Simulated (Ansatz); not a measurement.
Li6N2⁻. Total charge -1; doublet. Geometry r2SCAN-D4/def2-TZVP, that of the neutral singlet; atoms count from 1.

Cartesian coordinates in Å:
```
Li -1.304 -0.126 -0.524
Li -1.167 -2.824 1.050
Li 1.113 -0.866 0.140
Li 0.753 0.263 -2.456
Li -0.548 0.072 2.076
Li 0.689 2.239 -0.008
N 0.045 0.628 0.548
N 0.419 0.616 -0.825
```

The highest occupied level of the charge -1 doublet lies above zero (up to 0.33 eV). By energy differences its removal costs 0.54 eV (vertical, to the charge 0 singlet, at PBE0-D4/def2-TZVPD); a positive level beside a positive removal energy at the same level points to self-interaction error. The structure comes from a short search, and lower isomers may exist.

Estimate the Mulliken populations from the PBE0/def2-TZVPD orbitals of Ansatz.


| atom | charge (e) | spin (α − β) |
| --- | --- | --- |
| Li1 | 0.26 | 0.18 |
| Li2 | -0.24 | 0.01 |
| Li3 | 0.25 | 0.18 |
| Li4 | 0.17 | 0.44 |
| Li5 | 0.21 | 0.13 |
| Li6 | 0.23 | 0.26 |
| N7 | -1.04 | 0.04 |
| N8 | -0.84 | -0.24 |
Mulliken values and Mayer orders depend strongly on the basis. With diffuse functions, as here, like atoms can get unlike values, and bond orders can come out too low or too high.

Where does the spin sit?

Summed by element: Li 1.20, N -0.20, of 1 unpaired in all. Largest on single atoms: Li4 0.44, Li6 0.26, N8 -0.24.

And the Mayer bond orders between bonded heavy atoms (over 0.3)?

Li4–N8 0.44 (1.70 Å); Li5–N7 0.55 (1.73 Å); Li6–N7 0.40 (1.82 Å). Values over 0.3 also appear between atoms too far apart for a bond (Li2–Li5 0.33 at 3.13 Å); they arise where an orbital or an unpaired electron spreads over both atoms.
